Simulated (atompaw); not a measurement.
**Before and after: PAW (atompaw) potential for Pt**

* Element: Pt (Z = 78)
* Generator: atompaw 4.2.0.5
* Type: PAW
* Functional: PBE
* Relativity: scalar-relativistic
* Frozen core: [Kr] 4d10
* Valence charge: 32
* Reference configuration: 4f14 5s2 5p6 5d8 6s2 6p0
* Partial waves: 5s (bound): rc 1.45 bohr; 6s (bound): rc 2.15 bohr; 5p (bound): rc 1.90 bohr; 6p (bound, empty): rc 2.15 bohr; 5d (bound): rc 2.15 bohr; 5d channel at 0.45 Ry: rc 2.15 bohr; 4f (bound): rc 0.95 bohr; 4f channel at -5.05 Ry: rc 0.95 bohr
* Local potential: bessel scheme, radius 1.45 bohr
* Core correction: smooth core density matched at 1.60 bohr
* Augmentation charge: sinc compensation charge, radius 1.95 bohr; PAW radius 2.15 bohr; waves and projectors: custom polynom gramschmidtortho

Change: wave 4f (bound): rc 0.95 bohr becomes 4f (bound): rc 2.08 bohr.

Cutoffs: the cutoffs (Ry, on a coarse ladder) from which the occupation-weighted sum of valence levels, in a spherical-Bessel basis at the reference potential, stays within 10 and 1 mRy of its value at 400 Ry; they do not see the model core or the augmentation charge, which bear on the density cutoff.

Problem. What does the change do?

Solution. The range in which the f phases agree narrows (upper end 2.2 → 1.0); neither file shows a bound ghost.

```tsv
quantity	base	changed
cutoff, loose	300 Ry	35 Ry
cutoff, tight	over 300 Ry	60 Ry
loose cutoff by channel (10 mRy a level)	s 21 Ry, p 21 Ry, d 18 Ry, f 200 Ry	s 21 Ry, p 21 Ry, d 18 Ry, f 18 Ry
bound ghosts	none	none
s: phases at 2.15 bohr within 0.05 rad from the reference energy up to (Ry; the scan ends near 5)	to the end of the scan	to the end of the scan
p: phases at 2.15 bohr within 0.05 rad from the reference energy up to (Ry; the scan ends near 5)	to the end of the scan	to the end of the scan
d: phases at 2.15 bohr within 0.05 rad from the reference energy up to (Ry; the scan ends near 5)	4.4	4.4
f: phases at 2.15 bohr within 0.05 rad from the reference energy up to (Ry; the scan ends near 5)	2.2	1.0
lowest overlap eigenvalue by channel	s 0.44, p 0.74, d 0.93, f 1.00	s 0.44, p 0.74, d 0.93, f 0.15
```

 The cutoffs see the waves, projectors and local potential, not the compensation charge or the core.
